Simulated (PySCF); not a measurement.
YCl₂, SMILES [Cl][Y+][Cl], charge +1. Geometry optimised at B3LYP-D3(BJ)/def2-TZVP. The spin state was assumed, not searched. The isomer is the one that the SMILES or the coordinates give; other isomers of the formula were not compared. The def2 effective core potentials stand for the cores of Y; spin–orbit coupling is left out.

Computed equilibrium geometry at B3LYP-D3(BJ)/def2-TZVP (PySCF confirms it by a frequency run) as bond lengths and angles, and its point group:
point group C2v.
Atoms: Y1 Cl2 Cl3. Bond lengths (Å): Y1–Cl2 2.356, Y1–Cl3 2.356. Bond angles (°): Cl2–Y1–Cl3 111.7.
Charge +1, spin multiplicity 1.
